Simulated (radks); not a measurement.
Values are calculated unless marked as measured or tabulated.
Numerical settings for the potassium ion K+, [Ar]. Level of theory: scalar-relativistic Kohn-Sham, PBE, spin-unpolarised, spherical densities, point nucleus (a radial shooting solver on a logarithmic mesh with Libxc functionals). The defaults (mesh step 0.008 in ln r, mesh end at 40 bohr or more with all orbitals vanishing there, Anderson mixing 0.5 over 9 steps, residual threshold near 1e-9 with the energy settled to 1e-9 hartree or 1e-11 of itself, here a cap of 92 iterations) give E = -601.9282 hartree and 3p at -24.884 eV in 14 iterations. Run on one thread of a shared host, so times are rough (Arm Neoverse V2): 0.06 s of CPU time, 0.06 s wall, 14 iterations on 2476 mesh points. Changes against that run (0 stands for a change within the tolerance of the run):

setting                    iterations  converged  E (mhartree)  e(3p) (meV)  CPU (s)
mesh step in ln r 0.03             14        yes             0            0     0.02
mesh step in ln r 0.12              4         no      diverged            -     0.01
mesh step in ln r 0.02             14        yes             0            0     0.03
mesh end (bohr) 8                  14        yes      +0.00174       +0.145     0.05
mesh end (bohr) 400                14        yes             0            0     0.06
residual threshold 1e-05            9        yes             0       +0.102     0.04
residual threshold 0.1              8        yes             0        -0.36     0.04
mixing 2.5                         14        yes             0            0     0.06
linear mixing, mixing 0.5          30        yes             0            0      0.1
linear mixing, mixing 0.2          88        yes             0            0     0.27
mixing history 2                   20        yes             0            0     0.07
iteration cap 2                     2         no          +119    -1.24e+04     0.01

No run marked as converged misses the energy by more than 1 mhartree. A mesh that ends early acts as a hard wall.
